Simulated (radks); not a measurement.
Values are calculated unless marked as measured or tabulated.
Problem. Dipole-allowed excitations along the series with 36 electrons in [Kr]. Level of theory: scalar-relativistic Kohn-Sham, LDA (Slater exchange, Perdew-Wang correlation), spin-polarised, spherical densities, finite nucleus; Fermi nuclear charge, rms radius of each element as measured or else 0.836 A^(1/3) + 0.57 fm (a radial shooting solver on a logarithmic mesh with Libxc functionals). Time-dependent linear response with the Hartree and adiabatic LDA kernel, continuum included through the Sternheimer equations, no spin-orbit coupling, so fine structure and intercombination lines are absent. Lines are the poles of the dipole polarisability below minus the highest occupied eigenvalue, found on a grid refined at the orbital gaps; the lowest seven at most are given, and weak or close lines can be missed. The first line takes the name of the lowest orbital gap if no other gap lies below it; otherwise a line is named after a gap within 0.6 % of it, if that gap stands alone.

| species | -e(HOMO) (eV) | lowest orbital gap (eV) | first line (eV) | f | static alpha (bohr^3) |
|---|---|---|---|---|---|
| Zr4+ | 72.933 | 4p-4d 32.354 | 40.227 (unassigned) | 5.38 | 2.987 |
| Mo6+ | 117.29 | 4p-4d 40.821 | 51.374 (4p-4d) | 5.51 | 1.783 |
| Tc7+ | 142.37 | 4p-4d 44.957 | 56.648 (4p-4d) | 5.42 | 1.431 |
| Ru8+ | 169.34 | 4p-4d 49.060 | 61.810 (4p-4d) | 5.30 | 1.170 |
| Rh9+ | 198.18 | 4p-4d 53.146 | 66.894 (4p-4d) | 5.16 | 0.9715 |

Estimate the first line of Nb5+, its oscillator strength and the static polarisability.

Solution. 45.929 eV (4p-4d), f = 5.52, alpha = 2.273 bohr^3.
